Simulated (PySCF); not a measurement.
Isomers of C3H6F4Si, mass 146.017 u with the commonest isotopes. Computed with B3LYP/def2-SVPD in PySCF (dipole) on a GFN2-xTB geometry, gas phase. One conformer each, none proved a minimum here; rigid rotors.

Question: Order these by radius of gyration √(Σ m r²/M), smallest first.
A. `[CH3:1][Si@H:2]([F:3])[CH2:4][C:5]([F:6])([F:7])[F:8]` with C1–Si2–C4–C5 -71°
B. `C[C@@](F)([SiH3])C(F)(F)F`
C. `[F:1][CH2:2][CH2:3][SiH2:4][C:5]([F:6])([F:7])[F:8]` with F1–C2–C3–Si4 50°, C2–C3–Si4–C5 175°

Answer: B (1.818 Å), A (2.081 Å), C (2.264 Å).

Question: Order these by rotational constant C, smallest first.
A. `[CH3:1][Si@H:2]([F:3])[CH2:4][C:5]([F:6])([F:7])[F:8]` with C1–Si2–C4–C5 -71°
B. `[F:1][CH2:2][CH2:3][SiH2:4][C:5]([F:6])([F:7])[F:8]` with F1–C2–C3–Si4 50°, C2–C3–Si4–C5 175°
C. `C[C@@](F)([SiH3])C(F)(F)F`

Answer: B (729.3 MHz), A (876.2 MHz), C (1309 MHz).

Question: Order these by rotational constant B, smallest first.
A. `C[C@@](F)([SiH3])C(F)(F)F`
B. `[CH3:1][Si@H:2]([F:3])[CH2:4][C:5]([F:6])([F:7])[F:8]` with C1–Si2–C4–C5 -71°
C. `[F:1][CH2:2][CH2:3][SiH2:4][C:5]([F:6])([F:7])[F:8]` with F1–C2–C3–Si4 50°, C2–C3–Si4–C5 175°

Answer: C (759.4 MHz), B (977.9 MHz), A (1459 MHz).

| SMILES | point group | Ia (u·Å²) | Ib (u·Å²) | Ic (u·Å²) | κ | μa (D) | μb (D) | μc (D) |
| --- | --- | --- | --- | --- | --- | --- | --- | --- |
| C[Si@H](F)CC(F)(F)F | C1 | 171.09 | 516.79 | 576.79 | -0.90 | 1.04 | 0.63 | 0.43 |
| FCC[SiH2]C(F)(F)F | C1 | 138.69 | 665.54 | 692.95 | -0.98 | 2.32 | 1.11 | 0.93 |
| C[C@@](F)([SiH3])C(F)(F)F | C1 | 233.01 | 346.31 | 386.05 | -0.65 | 2.03 | 0.21 | 1.67 |
